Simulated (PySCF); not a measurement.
Parent: `[CH2:1]=[C:2]=[CH:3][B:4]([CH3:5])[CH3:6]`, C5H9B.

Method used: PBE0-D3(BJ)/def2-SVP geometry optimisation, gas phase in PySCF. One conformer each, not checked by frequencies here.

| coordinate of the parent | value |
| --- | --- |
| C1=C2 | 1.306 Å |
| C2=C3 | 1.317 Å |
| C3–B4 | 1.563 Å |
| B4–C5 | 1.574 Å |
| B4–C6 | 1.572 Å |
| C1–C2–C3 | 178.1° |
| C2–C3–B4 | 122.0° |
| C3–B4–C5 | 118.5° |
| C3–B4–C6 | 121.3° |
| C5–B4–C6 | 120.2° |

Task: How does the shared frame change in `[CH3:1][O:2][CH:3]=[C:4]=[CH:5][B:6]([CH3:7])[CH3:8]` with C1–O2–C3–C4 149°, C6H11BO? Atoms pair as C1 = C3, C2 = C4, C3 = C5, B4 = B6, C5 = C7, C6 = C8 (parent first).

Result: 
```
  parent  relative  value in the relative  change
   C1=C2     C3=C4                1.315 Å  +0.009
   C2=C3     C4=C5                1.318 Å  +0.001
   C3–B4     C5–B6                1.569 Å  +0.006
   B4–C5     B6–C7                1.573 Å  -0.001
   B4–C6     B6–C8                1.569 Å  -0.003
C1–C2–C3  C3–C4–C5                 175.6°    -2.5
C2–C3–B4  C4–C5–B6                 122.3°    +0.3
C3–B4–C5  C5–B6–C7                 118.1°    -0.4
C3–B4–C6  C5–B6–C8                 121.0°    -0.3
C5–B4–C6  C7–B6–C8                 120.9°    +0.7
```

Of the parent's bonds, C1–C2 changes most (+0.009 Å). Bonds of the relative outside the shared frame: C1–O2 1.401, O2–C3 1.357 Å.
